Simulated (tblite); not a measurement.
C4H10N2OSi.
Atom-mapped SMILES: `[NH2:1][Si:2]1([NH2:3])[CH2:4][CH2:5][C@@H:6]1[CH:7]=[O:8]` (hydrogens: H9, H10 on N1; H11, H12 on N3; H13, H14 on C4; H15, H16 on C5; H17 on C6; H18 on C7)

The geometry is computed with GFN2-xTB (gas phase).

(1) List the bond lengths, angles and torsions at this level.

## Answers

(1) 
| bond | length (Å) | order |
| --- | --- | --- |
| N1–Si2 | 1.718 | single |
| Si2–N3 | 1.719 | single |
| Si2–C4 | 1.912 | single |
| C4–C5 | 1.544 | single |
| C5–C6 | 1.536 | single |
| C6–C7 | 1.461 | single |
| C7=O8 | 1.208 | double |
| Si2–C6 | 1.953 | single |
| N1–H9, N1–H10 | 1.007 | single |
| N3–H11, N3–H12 | 1.006 | single |
| C4–H13 | 1.088 | single |
| C4–H14 | 1.087 | single |
| C5–H15 | 1.090 | single |
| C5–H16 | 1.089 | single |
| C6–H17 | 1.087 | single |
| C7–H18 | 1.114 | single |

Bonds in one row agree within 0.01 Å and their mean is given. Orders are formal, as drawn. A selection of angles:
| angle | degrees |
| --- | --- |
| N1–Si2–N3 | 105.5 |
| N1–Si2–C4 | 114.7 |
| N1–Si2–C6 | 124.4 |
| N3–Si2–C4 | 124.8 |
| N3–Si2–C6 | 110.6 |
| C4–Si2–C6 | 76.0 |
| Si2–C4–C5 | 91.6 |
| C4–C5–C6 | 101.2 |
| C5–C6–C7 | 116.1 |
| Si2–C6–C5 | 90.3 |
| Si2–C6–C7 | 109.5 |
| C6–C7–O8 | 126.4 |
| H9–N1–Si2 | 118.6 |
| H10–N1–Si2 | 117.4 |
| H11–N3–Si2 | 118.4 |
| H12–N3–Si2 | 119.6 |

Dihedral angles: N1–Si2–C4–C5 -128° (anticlinal); Si2–C4–C5–C6 8° (synperiplanar); C4–C5–C6–C7 105° (anticlinal); C5–C6–C7–O8 165° (antiperiplanar); N1–Si2–C6–C5 117° (anticlinal).

Of the pairs four or more bonds apart, H15···H18 is among the closest relative to their van der Waals radii: 2.32 Å, 97 % of the sum of Bondi's values. Si2 (four-coordinate silicon) has angles from 76.0° to 124.8°. N1 (silicon-bound nitrogen) is pyramidal (angles 118.6°, 117.4° and 109.9°, sum 345.9°, 0.26 Å off the plane of its three neighbours). The 4-membered ring Si2–C4–C5–C6 has internal angles of 76.0° to 101.2°; it is slightly puckered (a soft mode that the optimisation may not have finished), 0.05 Å rms from its mean plane, widest ring torsion 8°. The 2 C–Si bonds span 1.912 Å (Si2–C4, drawn single) to 1.953 Å (Si2–C6, drawn single), a spread of 0.041 Å. N3 (silicon-bound nitrogen) has angles 119.6°, 118.4° and 110.7°, sum 348.7°, 0.23 Å off the plane of its three neighbours. The 3 C–C bonds span 1.461 Å (C6–C7, drawn single) to 1.544 Å (C4–C5, drawn single), a spread of 0.083 Å.

Point group: C1 (no symmetry element, even within 0.4 Å). Its GFN2-xTB frequencies are all real (lowest 38 cm⁻¹). One conformer, not necessarily the lowest (H–N1–Si2–N3 -174° and -38°, N1–Si2–N3–H -42° and 178°, C5–C6–C7–O8 165°). 2 starts were optimised and ended at 0.00 and 0.22 kcal/mol (GFN2-xTB); the lowest of these is shown.

The run took 2.5 s on one thread of an Arm Neoverse N1, no GPU, shared host with 64 logical CPUs at a one-minute load of 48. These figures are those of the optimisation.
